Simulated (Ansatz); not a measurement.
## Relative stability

Two relaxed structures of SiNH$_{3}$Te, singlet (PBE0-D4/def2-TZVP; forces vanish, vibrations not checked).

A:

```json
{"atom": "Si1", "x (Å)": "-0.8045", "y (Å)": "0.2258", "z (Å)": "-1.0458"}
{"atom": "N2", "x (Å)": "1.7612", "y (Å)": "-0.8560", "z (Å)": "1.2195"}
{"atom": "Te3", "x (Å)": "0.3638", "y (Å)": "-1.5273", "z (Å)": "0.1124"}
{"atom": "H4", "x (Å)": "-2.1875", "y (Å)": "-0.1849", "z (Å)": "-1.4093"}
{"atom": "H5", "x (Å)": "-0.7475", "y (Å)": "1.5746", "z (Å)": "-0.4203"}
{"atom": "H6", "x (Å)": "1.5584", "y (Å)": "0.1210", "z (Å)": "1.4452"}
```

B:

```
6
angstrom
Si -0.8520 0.0889 -0.6579
N 0.1121 -0.9949 0.0016
Te 1.6585 -0.9699 1.2137
H -1.9379 -0.3678 -1.5478
H -0.7824 1.5620 -0.4740
H 1.8017 0.6816 1.4645
```

Program: Ansatz 0.2.0. Basis: def2-TZVPP. Cores are frozen in the correlated methods. Filled d shells of the heavier atoms are correlated. Core potentials replace the inner electrons of the atoms past krypton. The def2 sets are not built for correlating such inner shells, so the correlated values are less sure here. B3LYP uses VWN-RPA correlation.

Question: Which structure is lower at CCSD(T), and by how much? (To be estimated.)

Answer: The calculation gives: B, by 22.21 kcal/mol (electronic energy, against the other). By their contacts, A is SiNH₃Te ([NH][Te][SiH2]) and B is SiNH₃Te ([SiH2][N][TeH]).

All methods give the same order:

```tsv
method	E(B) − E(A) (kcal/mol)
PBE-D4	-15.89
r2SCAN-D4	-19.99
PBE0-D4	-22.59
B3LYP-D4	-24.89
wB97M-V	-32.32
HF	-44.03
MP2	-24.44
CCSD	-29.10
CCSD(T)	-22.21
```

No T1 diagnostic of these runs exceeds 0.029. The T1 diagnostic is large here, which may signal multireference character or strong orbital relaxation, so CCSD(T) is less sure. The restricted Hartree–Fock reference is unstable towards an unrestricted one at one or more of these structures. A large double-excitation amplitude points to some diradical character; no triplet was computed.

Labels in which every atom is bracketed show which atoms are joined, not bond orders.

For scale, one of the runs: CCSD(T)/def2-TZVPP, 165 basis functions, launched by `ansatz run in.yaml --threads 2 --pin off --events-out ev --progress --plain --max-ram 4352MiB`. The run took 57 s on 2 CPU threads of an Arm Neoverse V2 (shared host), with 1.4 GiB of host memory at its peak.
